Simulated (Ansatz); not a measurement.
Geometry optimisation, UKS PBE0-D4/STO-3G in Ansatz 0.2.0.

Input:

```yaml
crystal:
  periodic: [false, false, false]
  atoms:
    - { symbol: F, position_ang: [-2.3542, -0.7239, 0.1696] }
    - { symbol: Si, position_ang: [-0.9088, 0.0049, -0.2018] }
    - { symbol: Al, position_ang: [-0.5126, 2.3053, 0.1206] }
    - { symbol: C, position_ang: [0.4131, -1.095, -0.9933] }
    - { symbol: Si, position_ang: [0.7429, -1.2128, 0.791] }
    - { symbol: H, position_ang: [-0.1615, 3.2622, -1.1158] }
    - { symbol: H, position_ang: [-0.468, 2.9107, 1.6161] }
    - { symbol: H, position_ang: [1.138, -0.5517, -1.5996] }
    - { symbol: H, position_ang: [-0.0917, -2.0199, -1.3653] }
    - { symbol: H, position_ang: [0.3172, -2.4785, 1.4296] }
    - { symbol: H, position_ang: [1.9509, -0.4585, 1.1696] }
magnetization:
  spin_polarized: true
basis:
  gaussian: { orbitals: STO-3G }
hamiltonian:
  xc: pbe0
  dispersion: d4
relax:
  f_tol: 0.02
  max_steps: 40
```

Launched with:

```bash
$ ansatz run input.yaml --threads 1 --pin off --max-ram 2048MiB --backend cpu --events-out ev --progress --plain --runs-dir out
```

Q: Where does it end, and by what steps?

A: It converged. The force dipped under the threshold on the way, but the program's further checks kept it going. Limits of this set-up: minimal basis. After 21 steps the energy has fallen by 1.079 eV; H7 moved furthest, 1.69 Å.

| step | energy less start (eV) | largest force component (eV/Å) | accepted |
| --- | --- | --- | --- |
| 0 | 0.0000 | 1.967 | yes |
| 1 | -0.8427 | 0.903 | yes |
| 2 | -0.9403 | 0.533 | yes |
| 3 | -0.9680 | 0.286 | yes |
| 4 | -0.9804 | 0.178 | yes |
| 5 | -0.9944 | 0.115 | yes |
| 6 | -1.0020 | 0.344 | yes |
| 7 | -1.0146 | 0.221 | yes |
| 8 | -1.0292 | 0.482 | yes |
| 9 | -1.0419 | 0.438 | yes |
| 10 | -1.0527 | 0.470 | yes |
| 11 | -1.0684 | 0.079 | yes |
| 12 | -1.0503 | 0.314 | no |
| 13 | -1.0738 | 0.055 | yes |
| 14 | -1.0768 | 0.017 | yes |
| 15 | -1.0758 | 0.215 | no |
| 16 | -1.0780 | 0.043 | yes |
| 17 | -1.0780 | 0.050 | yes |
| 18 | -1.0779 | 0.080 | no |
| 19 | -1.0785 | 0.026 | yes |
| 20 | -1.0787 | 0.023 | yes |
| 21 | -1.0787 | 0.019 | yes |

```xyz
11
Properties=species:S:1:pos:R:3
F -2.281 -0.532 0.538
Si -0.758 0.069 0.255
Al -0.533 2.336 0.140
C 0.198 -1.013 -0.975
Si 0.894 -1.284 0.747
H 0.796 2.913 -0.253
H -1.680 3.242 0.482
H 0.818 -0.517 -1.722
H -0.342 -1.849 -1.419
H 0.715 -2.617 1.271
H 2.240 -0.805 0.957
```

Whether the end is a true minimum wasn't checked by a vibrational analysis.

Run time: 2.2 min on 1 thread of Intel(R) Xeon(R) Platinum 8259CL CPU @ 2.50GHz (Skylake/Cascade Lake) (shared host), peak memory 0.23 GiB.
